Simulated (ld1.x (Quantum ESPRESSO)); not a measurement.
## Plane-wave convergence, TM potential for Zn

ld1.x (Quantum ESPRESSO) 7.5 input, shortened:

```
&input
   title='Zn', zed=30., rel=1, dft='PZ', iswitch=3,
   config='[Ar] 3d10 4s0.5 4p0'
 /
 &inputp
   pseudotype=2, tm=.true., lloc=2,
   nlcc=.true., new_core_ps=.true., rcore=0.45
 /
3
4S  1  0   0.50   0.00  1.45  1.45  0.0
4P  2  1   0.00   0.00  1.60  1.60  0.0
3D  3  2  10.00   0.00  0.95  0.95  0.0
 &test
   configts(1)='3d10 4s0.5 4p0'
 /
```

The pseudo-atom Hamiltonian at the reference potential is diagonalised in spherical Bessel functions j_l(qr) that vanish at 20 bohr, with q² up to the cutoff. All-electron valence levels (Ry): 4s -1.3785, 4p -0.8688, 3d -1.8760.

How do the lowest levels (Ry) of each channel move with the cutoff, and are there ghosts?

| cutoff (Ry) | s #1 | s #2 | s #3 | p #1 | p #2 | d #1 | f #1 | Σ f·Δε (mRy) |
| --- | --- | --- | --- | --- | --- | --- | --- | --- |
| 8 | -1.3966 | -0.4192 | -0.1919 | -0.8666 | -0.2983 | -0.4164 | -0.1483 | 14604.3 |
| 15 | -4.5127 | -1.2571 | -0.4104 | -0.8786 | -0.3004 | -0.4418 | -0.1483 | 14401.8 |
| 25 | -14.1236 | -1.3607 | -0.4203 | -0.8888 | -0.3019 | -0.4713 | -0.1483 | 14054.8 |
| 35 | -20.7375 | -1.3755 | -0.4219 | -2.6405 | -0.8622 | -0.5031 | -0.1483 | 13729.9 |
| 50 | -25.7427 | -1.3767 | -0.4222 | -6.3570 | -0.8684 | -0.5759 | -0.1483 | 13000.9 |
| 70 | -28.3161 | -1.3780 | -0.4234 | -9.1373 | -0.8686 | -0.7477 | -0.1483 | 11282.4 |
| 100 | -30.2114 | -1.3783 | -0.4240 | -11.5600 | -0.8687 | -1.1893 | -0.1483 | 6866.3 |
| 140 | -31.0221 | -1.3785 | -0.4243 | -12.6376 | -0.8687 | -1.6848 | -0.1483 | 1910.7 |
| 180 | -31.1006 | -1.3785 | -0.4247 | -12.8799 | -0.8688 | -1.8425 | -0.1483 | 334.3 |
| 260 | -31.1047 | -1.3785 | -0.4247 | -12.9250 | -0.8688 | -1.8757 | -0.1483 | 2.5 |
| 400 | -31.1095 | -1.3785 | -0.4247 | -12.9271 | -0.8688 | -1.8759 | -0.1483 | 0.0 |

Result: ghost states, extra bound levels that the all-electron valence spectrum of the same l lacks: s at -423.3 eV, p at -175.9 eV (a true bound ghost makes a file unfit for plane-wave use); 10 mRy is reached at 260 Ry and 1 mRy at over 300 Ry.
